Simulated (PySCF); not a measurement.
**Correlation energy of N²⁺ (nitrogen, charge +2)**

[He] 2s2 3d1, 2D determinant (an excited configuration). Calculation: PySCF 2.14, in x2c-QZVPPall with one added diffuse shell each of s, p, d, f type (8s5p4d3f1g, 73 functions); the spin-free X2C one-electron Hamiltonian (Gaussian nucleus). Frozen: nothing; 5 electrons correlated.

```json
{"level": "CCSD", "correlation energy (mhartree)": "-112.78"}
{"level": "(T)", "correlation energy (mhartree)": "-1.77"}
{"level": "CCSD(T)", "correlation energy (mhartree)": "-114.55"}
```

Diagnostics: T1 = 0.0049, D1 = 0.0101, largest double amplitude 0.151.

The outer electron is Rydberg-like, and this basis confines it to a smaller radius and binds it less than a complete one would. A double-excitation amplitude exceeds 0.15, a sign of near-degeneracy.

Cost of the coupled-cluster step: of the order of 29 core-seconds, for 5 correlated electrons.

This basis was not built for core-valence correlation, so the inner-shell part is incomplete.
